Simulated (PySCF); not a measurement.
Compound: C3NNa.
Bonds: N1–C2 (triple), C2–C3, C3–C4 (triple), C4–Na5.

Computed, not measured: TDDFT CAM-B3LYP/def2-SVPD, vertical, gas phase, core orbitals frozen in the response in PySCF. Isolated species at its PBE0-D3(BJ)/def2-SVP geometry, gas phase.

Computed states:

| state | E (eV) | f |
| --- | --- | --- |
| S1 | 4.39 | 0.0052 |
| S2 | 4.39 | 0.0052 |
| S3 | 4.69 | 0.0000 |
| S4 | 4.89 | 0.0000 |
| S5 | 4.89 | 0.0000 |
| S6 | 5.58 | 0.247 |
| S7 | 6.07 | 0.262 |
| S8 | 6.23 | 0.0000 |
| S9 | 6.24 | 0.0000 |
| S10 | 6.24 | 0.0000 |

Broadening: Gaussians 0.25 eV wide at half height, area fixed by f = 4.319×10⁻⁹ ∫ε dν̃. The width is an assumption, not a result. The curve ends short of the highest state used, and states not computed would add to its high-energy end.

(1) What does the envelope look like, and where are its maxima?

(2) On this curve, what absorbance would a 10⁻³ mol/L sample give at 222 nm over a 1 cm path?

(3) Coming from long wavelengths, where does ε first pass 100 L mol⁻¹ cm⁻¹?

Results:

(1) 
λ (nm), ε (L mol⁻¹ cm⁻¹) and a bar:
```
    219.8      23075 ##########################
    221.4      26313 ##############################
    223.0      25932 ##############################
    224.6      22219 #########################
    226.2      16649 ###################
    227.8      10973 #############
    229.5       6158 #######
    231.1       3168 ####
    232.7       1456 ##
    234.3        601 #
    235.9        224 
    237.6         70 
    239.2         21 
    240.8          6 
    242.4          2 
    244.0          0 
    245.6          0 
    247.3          0 
    248.9          0 
    250.5          0 
    252.1          0 
    253.7          0 
    255.4          0 
    257.0          0 
    258.6          1 
    260.2          2 
    261.8          6 
    263.4         13 
    265.1         29 
    266.7         58 
    268.3        105 
    269.9        178 
    271.5        281 
    273.2        423 
    274.8        579 #
    276.4        744 #
    278.0        898 #
    279.6       1021 #
    281.2       1094 #
    282.9       1108 #
    284.5       1060 #
    286.1        962 #
    287.7        830 #
    289.3        682 #
    291.0        525 #
    292.6        392 
    294.2        280 
    295.8        191 
    297.4        126 
    299.0         79 
    300.7         47 
    302.3         27 
    303.9         15 
    305.5          8 
    307.1          4 
    308.8          2
```

Maxima: 282 nm (4.39 eV), ε about 1100, made up of S1 (50%) and S2 (50%); 222 nm (5.58 eV), ε about 27000, made up of S6 (100%) (ε in L mol⁻¹ cm⁻¹; maxima over ε = 5, shares over 10%).

(2) 222 nm is 5.585 eV, where ε is about 27000 L mol⁻¹ cm⁻¹, so A = ε c l ≈ 27 (Beer–Lambert, with the gas-phase spectrum and the assumed width).

(3) At about 298 nm (4.16 eV), 0.23 eV below S1.

All these states lie below the vertical ionisation energy of 8.99 eV (ΔSCF).
